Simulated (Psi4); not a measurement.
Complex: H2 (SMILES [H][H]) (first 2 atoms) with Si2H6 (SMILES [SiH3][SiH3]); geometry from B3LYP-D3(BJ)/def2-TZVP, rigid monomers moved along the line of their centres of mass till H2···Si4 is 4.91 Å.
(charge 0, multiplicity 1):
```xyz
10

H      0.5567    -0.7627     0.0531
H     -0.0982    -0.5764    -0.2471
Si     0.9022     0.2006     5.0482
Si    -1.2461     0.8020     4.3281
H      1.7004    -0.3395     3.9211
H      0.8163    -0.8366     6.1052
H      1.6067     1.3828     5.6017
H     -1.1677     1.8466     3.2787
H     -2.0306     1.3348     5.4690
H     -1.9560    -0.3763     3.7746
```

These are SAPT0/jun-cc-pV(D+d)Z run with Psi4 1.11 values and carry that method's errors.

**Question.** Which attractive term is largest, and how does the interaction split up?

**Answer.** electrostatics -0.02, exchange 0.01, induction 0.00, dispersion -0.06, total -0.07 kcal/mol; the largest attraction is dispersion.
